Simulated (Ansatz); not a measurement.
One geometry of the cluster Rh3, several levels of theory.

```yaml
crystal:
  periodic: [false, false, false]
  atoms:
    - {symbol: Rh, position_ang: [0.216438, -0.126509, -1.423506]}
    - {symbol: Rh, position_ang: [0.544142, 1.030050, 0.724315]}
    - {symbol: Rh, position_ang: [-0.760570, -0.903541, 0.699191]}
basis:
  gaussian: {orbitals: def2-TZVP, initial_orbitals: start.molden}
magnetization: {spin_polarized: true, initial_magnetization: 5}
hamiltonian: {xc: {name: r2SCAN0}, dispersion: d4}
scf: {omitted_lower_state_checks: [starts]}
output: {orbitals: {seedname: orbitals}}
```

The file start.molden holds the orbitals of an earlier run on this structure, at another level or in another basis.

```sh
$ ansatz run in.yaml --threads 4 --pin off --events-out ev --progress --plain --max-ram 3916MiB
```

Shortened log:

```
Functional definition: r2SCAN0
1125 factors; their error is unknown
mean field evaluation 1: about -9022.7244 eV, gradient 2.3e0 eV
mean field evaluation 2: about -9022.7724 eV, gradient 1.3e-1 eV
mean field evaluation 4: about -9022.8685 eV, gradient 1.0e-1 eV
mean field evaluation 8: about -9022.8686 eV, gradient 2.6e-5 eV
mean field evaluation 16: about -9022.8696 eV, gradient 3.1e-1 eV
mean field evaluation 32: about -9022.8881 eV, gradient 1.4e-2 eV
mean field evaluation 64: about -9022.8879 eV, gradient 1.5e-3 eV
mean field -9022.88810062 eV, -331.5850217647 hartree, gradient 6.6e-6 eV, S^2 8.847508; 2 other end points of the search recorded, 0 dependent functions left out
reference -9022.88812242 eV, -331.5850225659 hartree; 28, 23 occupied and 92, 97 virtual orbitals, 1125 factors
Total energy: -9022.92078124 eV, -331.5862227553 hartree
Checks for a lower state left out: starts
```

It took 2 min on 4 threads of Arm Neoverse V1 on a shared host, peak host memory 0.57 GiB.

First input, but with `correlation: {method: ccsd_t}`, `scf: {omitted_lower_state_checks: [starts, cluster_reference]}` and without the key `hamiltonian` (abridged; 2.1 min):

```
Functional definition: HF
mean field evaluation 16: about -8956.6739 eV, gradient 9.5e-2 eV
mean field evaluation 32: about -8956.9157 eV, gradient 1.0e0 eV
mean field evaluation 64: about -8956.9490 eV, gradient 6.2e-9 eV
mean field -8956.94903451 eV, -329.1618057801 hartree, gradient 2.3e-9 eV, S^2 9.634116
second order -35.01513396 eV of doubles, -0.00000000 eV of singles
cycle   1  -32.26178521 eV  change     2.8e0 eV  update   2.5e-1
cycle   2  -33.58621854 eV  change    -1.3e0 eV  update   1.0e-1
cycle   3  -34.05954554 eV  change   -4.7e-1 eV  update   9.6e-2
cycle   4  -34.22590350 eV  change   -1.7e-1 eV  update   6.8e-2
cycle   5  -34.35396804 eV  change   -1.3e-1 eV  update   4.8e-2
cycle   6  -34.53740791 eV  change   -1.8e-1 eV  update   3.2e-2
cycle   7  -34.59523496 eV  change   -5.8e-2 eV  update   2.2e-2
cycle   8  -34.63877937 eV  change   -4.4e-2 eV  update   1.8e-2
[...]
cycle  28  -34.73054458 eV  change   -1.5e-4 eV  update   1.3e-4
cycle  29  -34.73059383 eV  change   -4.9e-5 eV  update   9.7e-5
cycle  30  -34.73065459 eV  change   -6.1e-5 eV  update   7.8e-5
cycle  31  -34.73067456 eV  change   -2.0e-5 eV  update   6.6e-5
cycle  32  -34.73068053 eV  change   -6.0e-6 eV  update   5.7e-5
cycle  33  -34.73068336 eV  change   -2.8e-6 eV  update   4.8e-5
cycle  34  -34.73065022 eV  change    3.3e-5 eV  update   3.9e-5
cycle  35  -34.73063158 eV  change    1.9e-5 eV  update   3.1e-5
cycle  36  -34.73060881 eV  change    2.3e-5 eV  update   2.3e-5
cycle  37  -34.73058896 eV  change    2.0e-5 eV  update   1.8e-5
cycle  38  -34.73057796 eV  change    1.1e-5 eV  update   1.4e-5
perturbative correction -1.66378499 eV, -0.0611429708 hartree
Total energy: -8993.34339746 eV, -330.4992739496 hartree
Checks for a lower state left out: starts, cluster_reference
```

First input, but with `gaussian: {orbitals: STO-3G}`, `hamiltonian: {xc: hf}` (abridged; 13 s):

```
Functional definition: HF
mean field evaluation 16: about -378760.7002 eV, gradient 6.3e-1 eV
mean field evaluation 32: about -378762.9854 eV, gradient 4.8e-1 eV
mean field -378763.00585284 eV, -13919.2837303056 hartree, gradient 7.7e-6 eV, S^2 12.203329
Total energy: -378763.00585284 eV, -13919.2837303056 hartree
Checks for a lower state left out: starts
```

Geometry: r2SCAN-D4/def2-TZVP.

In the def2 sets Rh takes a core potential, while STO-3G treats all electrons; there is no spin–orbit coupling. Correlated methods freeze no core orbitals; core or outer-core shells of Rh are correlated, in sets that lack core-valence functions. At CCSD(T)/def2-TZVP T1 of the charge 0 sextet is large (up to 0.097), so the single-reference result is doubtful. At CCSD(T)/def2-TZVP, HF/STO-3G the charge 0 sextet is spin-contaminated (final ⟨S²⟩ up to 12.20, 8.75 for a pure state). The structure comes from a short search, and lower isomers may exist.
